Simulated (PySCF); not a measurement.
C3H9FOSi, SMILES CC(C)(F)[SiH2]O.

Coordinates come from a r2SCAN-D4/def2-SVP optimisation. This is a generated structure with no PubChem entry under its InChIKey; it may be hypothetical. Other conformers were not sampled.

These are PySCF with PBE/def2-TZVP values and carry that method's errors.

Gas-phase values at a fixed geometry.

Problem. Estimate the frontier levels, gap, dipole moment and polarisability. (The exact figures need the calculation; the answer reports its results.)

Solution. 
```
Item                                                                                                            Value
---------------------------------------------------------------------------------------------  ----------------------
highest occupied level                                                                                       -6.60 eV
lowest empty level                                                                                           -0.64 eV
orbital gap                                                                                                   5.96 eV
dipole moment                                                                                                  1.68 D
quadrupole, principal values (traceless, Buckingham form, about the centre of nuclear charge)   -5.86, 1.47, 4.39 D·Å
mean static polarisability                                                                      69.3 bohr³ (10.26 Å³)
polarisability, principal values                                                               63.5, 69.1, 75.1 bohr³
```
